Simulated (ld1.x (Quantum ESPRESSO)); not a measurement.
## What one change does to a pseudopotential (V (Z = 23), TM)

```
Element                 : vanadium
Generator               : ld1.x (Quantum ESPRESSO) 7.5
Type                    : norm-conserving Troullier–Martins (Kleinman–Bylander form)
Functional              : PBE
Relativity              : scalar-relativistic
Frozen core             : [Ne]
Valence charge          : 13
Reference configuration : 3s2 3p6 3d4 4s1 4p0
Partial waves           : 3p (bound): rc 1.45 bohr; 3d (bound): rc 1.65 bohr; 3s (bound): rc 1.00 bohr
Local potential         : the s channel
Core correction         : none
```

Occupied shells without a wave of their own: 4s. They enter only through the test configuration that unscreens the potential.

Change: all radii scaled by about 0.74 (s 0.74, p 1.08, d 1.22 bohr).

Cutoffs: the cutoffs (Ry, on a coarse ladder) from which the occupation-weighted sum of valence levels, in a spherical-Bessel basis at the reference potential, stays within 10 and 1 mRy of its value at 400 Ry; they do not see the model core or the augmentation charge, which bear on the density cutoff. Errors are all-electron minus pseudo energies relative to the spin-unpolarised reference configuration.

How do hardness, ghosts and transferability respond?

The potential gets harder (140 Ry and 230 Ry → 230 Ry and 300 Ry); of the 7 tests that both files solve, the error grows in 1 and shrinks in 6 by more than 15 % and 0.3 meV (median size 59.5 → 49.1 meV); neither file shows a bound ghost. A smaller radius makes the pseudo-wave follow the all-electron one further in, where it bends more sharply, so more plane waves are needed.

| quantity | base | changed |
| --- | --- | --- |
| cutoff, loose | 140 Ry | 230 Ry |
| cutoff, tight | 230 Ry | 300 Ry |
| loose cutoff by channel (10 mRy a level) | p 40 Ry, d 70 Ry, s 120 Ry | p 40 Ry, d 110 Ry, s 140 Ry |
| bound ghosts | none | none |
| error for 3s2 3p6 3d3 4s2 4p0, meV [ΔE -0.59 eV] | +60 | +49 |
| error for 3s2 3p6 3d3 4s1 4p0, meV [ΔE 7.15 eV] | +3.9 | +2.9 |
| error for 3s2 3p6 3d3 4s0 4p0, meV [ΔE 21.44 eV] | -90 | -76 |
| error for 3s2 3p6 3d2 4s0 4p0, meV [ΔE 50.34 eV] | -88 | -103 |
| error for 3s2 3p6 3d3.5 4s1.5 4p0, meV [ΔE -0.53 eV] | +24 | +20 |
| error for 3s2 3p6 3d2 4s2 4p1, meV [ΔE 5.19 eV] | +168 | +109 |
| error for 3s2 3p6 3d3 4s1 4p1, meV [ΔE 2.76 eV] | +19 | +11 |
